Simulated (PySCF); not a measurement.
BiCl3: umbrella curve

Method: PySCF, PBE0, basis Bi def2-SVP with ECP60, Cl def2-SVP (scalar-relativistic core potentials, no spin–orbit coupling, density fitting).

Rigid scan from the singlet minimum (Bi–Cl 2.458 Å (×3); Cl–Bi–Cl 99.1° (×3)). Coordinate: angle between each bond and the threefold axis, bonds fixed. Energies in kJ/mol from the minimum.

Q: Predict the curve at 55, 60, 65, 70, 75, 80, 85, 90.

A: 
| angle of the bonds to the threefold axis (°) | E (kJ/mol) | dipole size (D) |
| --- | --- | --- |
| 55 | 16.1 | 5.02 |
| 60 | 0.8 | 4.32 |
| 65 | 4.1 | 3.60 |
| 70 | 22.1 | 2.86 |
| 75 | 50.5 | 2.12 |
| 80 | 84.1 | 1.39 |
| 85 | 113.7 | 0.69 |
| 90 | 126.2 | 0.00 |

With the bonds held, the planar shape lies 126.2 kJ/mol from the minimum.

With an element this heavy the missing spin–orbit coupling can shift these numbers.

Other isomers or separated fragments may lie lower.

The scan took 7.5 s on 2 threads of a shared Arm Neoverse V2 host; the process peaked at 0.95 GiB.
